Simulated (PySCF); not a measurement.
Species: C8H13NSi.
Atom-mapped SMILES: `[CH3:1][C:2]#[C:3][C@:4]1([N:5]2[CH2:6][CH2:7]2)[CH2:8][CH2:9][SiH2:10]1`

Geometry (GFN2-xTB, Å), atoms numbered from 1 in this order:
```xyz
23
C8H13NSi angstrom
C      3.6275   -0.4064   -0.0693
C      2.1809   -0.3366   -0.0421
C      0.9800   -0.3178   -0.0145
C     -0.4574   -0.2379   -0.0126
N     -1.0047    1.1012   -0.1688
C     -0.4064    2.2084    0.5324
C     -0.2978    2.0843   -0.9384
C     -1.1312   -0.8965    1.2158
C     -2.3357   -1.5632    0.5283
Si    -1.5367   -1.3354   -1.1897
H      3.9475   -1.4346   -0.2409
H      4.0413   -0.0618    0.8793
H      4.0177    0.2208   -0.8719
H      0.4850    2.0263    1.1241
H     -1.1009    2.9195    0.9605
H     -0.9134    2.7079   -1.5739
H      0.6703    1.8249   -1.3544
H     -0.4650   -1.6371    1.6576
H     -1.3984   -0.1672    1.9807
H     -3.2438   -0.9798    0.6615
H     -2.5368   -2.5725    0.8800
H     -2.2631   -0.5962   -2.2143
H     -0.8636   -2.5232   -1.7196
```

Definitions: NICS(0) = −σiso at the ring centroid; NICS(1) = −σiso and NICS(1)zz = −σzz at ±1 Å along the ring normal z. Level: GIAO PBE0/pcSseg-1 (PySCF, non-relativistic, gas phase) on the GFN2-xTB geometry, one conformer.

Ring bond lengths (Å), with Mayer bond orders in brackets: C4–C8 1.548 (0.98), C8–C9 1.539 (1.00), C9–Si10 1.908 (0.94), Si10–C4 1.938 (0.82); N5–C6 1.441 (0.93), C6–C7 1.480 (1.02), C7–N5 1.435 (0.94).

Give the NICS values of each ring in ppm.

| ring | type | NICS(0) | NICS(1), two faces | NICS(1)zz, two faces | rms pucker (Å) | centre to ring atoms, mean (Å) |
| --- | --- | --- | --- | --- | --- | --- |
| C4–C8–C9–Si10 | 4-membered ring with Si; formal bonds all single | 0.3 | 0.2 / -0.6 | 6.2 / 4.1 | 0.10 | 1.22 |
| N5–C6–C7 | 3-membered ring with N; formal bonds all single | -47.2 | -9.3 / -6.6 | -25.0 / -23.7 | 0.00 | 0.84 |

What do they say, and how far can they be read as aromaticity?

- C4–C8–C9–Si10: mean NICS(1)zz 5.2 ppm, deshielded. C4, C8, C9, Si10 have four or more neighbours, so the value isn't read as a sign of a π ring current.
- N5–C6–C7: mean NICS(1)zz -24.3 ppm, shielded. C6, C7 have four or more neighbours, and the NICS criterion for π rings isn't applied. NICS(0) lies 39 ppm below the mean NICS(1).

List the ring angles and the Hirshfeld charges of the ring atoms.

- C4–C8–C9–Si10: C4 89.9° (-0.016 e), C8 99.8° (-0.072 e), C9 91.3° (-0.164 e), Si10 75.8° (+0.344 e); sum 356.8° against 360° for a flat convex ring.
- N5–C6–C7: N5 62.0° (-0.110 e), C6 58.8° (-0.053 e), C7 59.2° (-0.053 e); sum 180.0° against 180° for a flat convex ring.

What are the shieldings of the ring atoms and their hydrogens in the same run (means over atoms taken as equivalent)?

```csv
atoms,environment,σ isotropic (ppm),"principal values of the symmetric part, first atom (ppm)"
C4,sp3 carbon bound to nitrogen,132.7,"117.1, 132.7, 148.2"
N5,tertiary amine nitrogen,228.6,"129.6, 272.0, 284.4"
C6 (×2),sp3 carbon bound to nitrogen,163.2,"123.1, 170.5, 197.5"
C8,four-membered-ring carbon,149.0,"133.0, 138.9, 175.0"
C9,sp3 carbon bound to silicon,181.4,"164.2, 178.4, 201.7"
Si10,SiH2 silicon,375.5,"337.8, 374.9, 413.7"
H14 (×2),methylene hydrogen,30.20,"24.2, 30.0, 36.4"
H15 (×2),methylene hydrogen,30.20,"24.1, 26.0, 40.9"
H18,methylene hydrogen,29.30,"25.0, 29.5, 33.4"
H19,methylene hydrogen,29.29,"25.0, 29.1, 33.7"
H20,methylene hydrogen,29.82,"25.7, 27.7, 36.1"
H21,methylene hydrogen,30.38,"26.1, 27.0, 38.0"
H22,Si–H hydrogen,27.03,"23.5, 25.5, 32.1"
H23,Si–H hydrogen,26.87,"24.1, 25.0, 31.6"
```

The list is cut; further classes of hydrogen are left out.
